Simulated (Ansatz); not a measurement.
Correlation energies of BrH$_{3}$OSi$_{2}$ (`[SiH3]O[Si]Br`) by basis set

Cartesian coordinates in Å:
```
Si -0.8354 0.0084 0.4322
O 0.2566 -0.9846 -0.3346
Si 1.6985 -1.0269 -1.0857
Br 2.3492 1.1685 -0.9708
H -0.1937 0.6351 1.6113
H -1.3089 1.0464 -0.5131
H -1.9663 -0.8470 0.8607
```

Charge 0, multiplicity 1. Correlated methods include outer-core shells of Br, which these sets cover unevenly. Scalar relativity is left out up to krypton. The structure was optimised at the PBE0-D4/def2-TZVP level. It is one conformer, not always the lowest. Frozen core, restricted reference, Ansatz 0.2.0.

| basis | HF (Eh) | MP2 corr. |
| --- | --- | --- |
| def2-SVP | -3226.43569 | -0.58795 |
| def2-TZVPP | -3227.06217 | -0.72926 |
| def2-QZVPP | -3227.13357 | -1.08424 |

Problem. Estimate the CCSD correlation energy and the (T) correction in each basis where they were run (hartree).

Solution. 
| basis | CCSD corr. | (T) |
| --- | --- | --- |
| def2-SVP | -0.62281 | -0.01559 |
| def2-TZVPP | -0.76310 | -0.02873 |
